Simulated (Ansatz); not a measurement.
## Worked example: BH(CH3)(OH) + Ta(OH)3O → BH(OH)2 + Ta(CH3)(OH)2O

Gas-phase species: BH(CH3)(OH), singlet; Ta(OH)3O, singlet; BH(OH)2, singlet; Ta(CH3)(OH)2O, singlet. The partners trade CH3 for OH: B–CH3 and Ta–OH bonds give way to B–OH and Ta–CH3.

Shapes, held fixed at every level: PBE0-D4/def2-TZVP. Flexible molecules stand in one conformer, not always the lowest. Programs: Ansatz 0.2.0. The zero-point and thermal change to 298 K, harmonic and unscaled (PBE0-D4/def2-TZVP), is +3.8 kJ/mol.

At CCSD(T)/def2-TZVPP; 1 Eh = 2625.50 kJ/mol:

```
      species  energy (Eh)
  BH(CH3)(OH)  -141.011734
     Ta(OH)3O  -359.371683
      BH(OH)2  -176.960034
Ta(CH3)(OH)2O  -323.433167
```

Work out ΔH(298 K) of the reaction at this level.


1. Products less reactants: (-176.960034) + (-323.433167) − [(-141.011734) + (-359.371683)] = -0.009784 Eh = -25.7 kJ/mol.
2. With the thermal change: -25.7 + (+3.8) = -21.9 kJ/mol.

Other levels give -25.4 (CCSD/def2-SVP) to -14.6 kJ/mol (HF/def2-TZVPP). No measured value is set beside it here. For atoms past krypton def2 sets carry core potentials with scalar relativity. Outer-core shells of Ta are correlated, in sets that cover them unevenly.
